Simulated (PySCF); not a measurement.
Input of a run (PBE0-D3(BJ)/def2-SVP geometry optimisation, gas phase, def2 core potentials past Kr (PySCF 2.14.0)), started from GFN2-xTB:
```
{"job": {"xc": "PBE0", "basis": "def2-SVP", "d3": "d3bj", "grid": 1, "maxiter": 30, "shake": 0.03, "kind": "geom"}, "charge": 0, "multiplicity": 1}
Bi     0.054800    -0.069540     0.797430
H      1.412480    -0.045120    -0.258630
H     -0.750730     1.242500    -0.300340
H     -0.633250    -1.218290    -0.268940
```

Output (energies in Eh, forces in Eh/bohr):
```
step   0  E = -216.38474714  max force = 0.028409
step   1  E = -216.38917890  max force = 0.015154
step   2  E = -216.39034012  max force = 0.005242
step   3  E = -216.39042651  max force = 0.001695
step   4  E = -216.39044368  max force = 0.000080
step   5  E = -216.39044369  max force = 0.000010
optimisation converged
```

Problem. Summarise the run.

Solution. The energy falls by 0.155 eV over 6 energy and gradient evaluations, the largest force component goes from 0.0284 to 1.0e-05 Eh/bohr, and the atoms move by 0.079 Å rms after alignment. The bond that changes most is Bi1–H3 (ends: bismuth bonded to 3 H; hydrogen on bismuth), which shortens by 0.095 Å. Bonds longer at the end by more than 0.005 Å: 2 of 3; shorter: 1. Among the angles that change most is H3–Bi1–H4, from 86.1° to 90.2°. The energy never rose by more than 1e-6 Eh on the way. The first step brought 78 % of the lowering.

Problem. What are the final bond lengths?

Solution. Bi1–H2 1.796 Å, Bi1–H3 1.796 Å, Bi1–H4 1.796 Å. Numbering counts from 1 in the input's order; the species is `[BiH3]`.

The run used 41 basis functions and 31 SCF cycles in all.

No frequency check.
